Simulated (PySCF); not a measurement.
C4H7NOSi.
Geometry (GFN2-xTB, Å), atoms numbered from 1 in this order:
```xyz
14
C4H7NOSi angstrom
N      1.7097    2.3466    1.3672
C      1.7892    1.3273    0.8496
Si     1.8900   -0.3392   -0.0099
O      0.5401   -1.1976    0.1866
C     -0.7999   -0.9826   -0.0502
C     -1.4964    0.2228    0.5013
C     -1.2793    0.0878   -0.9795
H      2.1785    0.0016   -1.4058
H      2.8488   -1.1815    0.6819
H     -1.3279   -1.9306   -0.0414
H     -0.8965    0.9455    1.0327
H     -2.4937    0.1013    0.8941
H     -0.5372    0.7243   -1.4358
H     -2.1263   -0.1262   -1.6128
```

Mayer bond orders were computed from the PBE0/pcSseg-1 density (PySCF). Geometry: GFN2-xTB, one conformer, isolated molecule.

Task: The orders 0.78, 0.87, 0.94, 1.03, 2.91 belong to the bonds N1–C2, C2–Si3, Si3–O4, O4–C5, C6–C7, in another order. Match them.

Result: C2–Si3 0.78; O4–C5 0.87; C6–C7 0.94; Si3–O4 1.03; N1–C2 2.91.

Task: Set the orders of all bonds between heavy atoms beside their lengths and the difference of the Mulliken charges at their ends.

Result: 
```json
{"bond": "N1–C2", "Mayer order": "2.911", "length (Å)": "1.146", "q(first) − q(second) (e)": "+0.026"}
{"bond": "Si3–O4", "Mayer order": "1.028", "length (Å)": "1.612", "q(first) − q(second) (e)": "+1.501"}
{"bond": "C7–C5", "Mayer order": "0.973", "length (Å)": "1.496", "q(first) − q(second) (e)": "-0.373"}
{"bond": "C5–C6", "Mayer order": "0.965", "length (Å)": "1.497", "q(first) − q(second) (e)": "+0.348"}
{"bond": "C6–C7", "Mayer order": "0.944", "length (Å)": "1.503", "q(first) − q(second) (e)": "+0.025"}
{"bond": "O4–C5", "Mayer order": "0.874", "length (Å)": "1.378", "q(first) − q(second) (e)": "-0.710"}
{"bond": "C2–Si3", "Mayer order": "0.781", "length (Å)": "1.878", "q(first) − q(second) (e)": "-1.127"}
```

Mayer orders depend on the basis set.

The run behind these numbers computed NMR shieldings as well. On one thread of an Arm Neoverse V1, shared host, this took 27 s of wall time (with the writing of density and orbital grids) and 0.73 GiB of memory at its peak.
